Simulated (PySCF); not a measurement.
C₆ coefficients of unlike pairs at wB97X-V

Calculated with PySCF 2.14 from the dipole response of each species, C₆(A,B) = (3/π) ∫ α_A(iu) α_B(iu) du, in atomic units, from isotropic polarisabilities. For ions this is the dispersion term alone; charge-induced terms of lower order in 1/R come first.

```tsv
species	configuration	basis	relativity	α (bohr³)	C₆ (like pair)
Be	[He] 2s2 (1S)	dyall-av2z (11s7p2d)	none	43.47	263.4
Au³⁺	[Xe] 4f14 5d8 (3F)	aug-cc-pVTZ-PP with one added diffuse shell each of s, p, d, f, g type with ECP60MDF (7s7p6d4f3g)	core potential	6.011	34.40
Al	[Ne] 3s2 3p1 (2P)	aug-cc-pV(D+d)Z (5s4p3d)	none	58.31	522.6
Br²⁺	[Ar] 3d10 4s2 4p3 (4S)	aug-cc-pVQZ-DK (8s7p5d3f2g)	spin-free X2C	8.262	39.44
```

(1) Estimate C₆ for Al with Be.

No spin-orbit coupling is included.

The other pairs:

```json
{"pair": "Au³⁺, Be", "C₆": "63.96"}
{"pair": "Br²⁺, Al", "C₆": "119.2"}
{"pair": "Br²⁺, Au³⁺", "C₆": "35.55"}
{"pair": "Br²⁺, Be", "C₆": "81.31"}
{"pair": "Al, Au³⁺", "C₆": "94.76"}
```

## Answers

(1) The integral gives 370.2. The combination rule 2 C_A C_B / (C_A α_B/α_A + C_B α_A/α_B) gives 370.6 and the geometric mean 371.0.
